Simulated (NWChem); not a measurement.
System: CAuFO; SMILES [O+]#[C-]->[Au][F]

```xyz
4

Au     0.0000    -0.1909     0.0000
F      0.0000    -2.1040     0.0000
O      0.0000     2.8028     0.0000
C      0.0000     1.6697     0.0000
```
Atoms are numbered in this order, from 1.

Program: NWChem. Geometry: optimised at PBE0/def2-SVP. def2 effective core potentials on Au; no spin-orbit coupling. Vertical excitations in the gas phase; the lowest state need not have the same character in each row.

For level PBE/def2-SVP, full TDDFT:

```
Property                                  Value
----------------------------------------  -----
lowest excitation, singlet (eV)            4.36
lowest state with f > 0.02, singlet (eV)   4.82
lowest triplet (eV)                        4.06
orbital gap (eV)                           4.36
```

Problem. Estimate the same quantities for level B3LYP/def2-SVP, full TDDFT.

Solution. 
- lowest excitation, singlet (eV): 5.08
- lowest state with f > 0.02, singlet (eV): 5.15
- lowest triplet (eV): 4.73
- orbital gap (eV): 6.27
